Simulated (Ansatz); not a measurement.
System: sum formula H₂BO₂, net charge 0, doublet state. It need not be the lowest isomer of its formula. SMILES: [O]BO
Structure (B3LYP-D3(BJ)/def2-TZVP (Ansatz, an electronic-structure program) minimum search):
```
B
O 1 1.3321
O 1 1.3616 2 126.94
H 3 0.9645 1 113.97 2 0.00
H 1 1.2061 2 112.69 3 -180.00
```
Charge 0, spin multiplicity 2.

Property: atomisation energy (electronic, to ground-state atoms); the coupled-cluster value holds the core correlation from cc-pwCVTZ, in kcal/mol. Cores are frozen in the correlated levels unless marked. Open shells are spin-unrestricted. No spin-orbit coupling. No relativistic terms. CBS marks a two-point X^-3 extrapolation of the correlation energy; Hartree-Fock from the larger set (for Q and 5 zeta extrapolated as (X+1)exp(-9√X)).

Level to compare with: CCSD(T)/CBS(cc-pVQZ,cc-pV5Z) plus the core term (Ansatz), 465.4 kcal/mol. It is a level with limits of its own, and the differences hold the functionals' basis error too.

Task: Rank these functionals by how close they come to CCSD(T)/CBS(cc-pVQZ,cc-pV5Z), closest first: CAM-B3LYP/def2-TZVPD (Ansatz); PBE0/def2-TZVPD (Ansatz); BHLYP/def2-TZVPD (Ansatz).

Result: PBE0/def2-TZVPD (global hybrid, 464.8 kcal/mol, difference -0.6), CAM-B3LYP/def2-TZVPD (range-separated hybrid, 470.3 kcal/mol, difference 4.9), BHLYP/def2-TZVPD (global hybrid, 447.0 kcal/mol, difference -18.4)
